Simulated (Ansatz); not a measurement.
Cartesian coordinates in Å:
```
N -1.370 1.194 -0.647
C -0.963 0.162 -0.080
F -1.890 -0.688 0.398
Ge 0.870 -0.496 0.266
H -0.595 1.765 -0.970
H 1.053 -1.845 -0.437
H 1.829 0.556 -0.307
H 1.065 -0.650 1.778
```

Charge 0, multiplicity 1.

Question: List the r2SCAN/def2-TZVPP orbital energies in eV (Ansatz 0.2.0). (An estimate is asked.)

Answer: Ansatz gave: Occupied: -10834.75, -1349.87, -1199.92, -1199.91, -1199.91, -666.90, -385.44, -276.45, -168.05, -117.76, -117.73, -117.72, -32.63, -31.05, -31.03, -31.02, -30.96, -30.96, -24.22, -16.50, -15.15, -13.18, -12.08, -11.77, -9.79, -9.33, -9.06, -8.17, -7.04. Lowest empty: -1.47, -0.04, 0.47, 0.69, 1.34, 1.97, 3.14, 4.67.
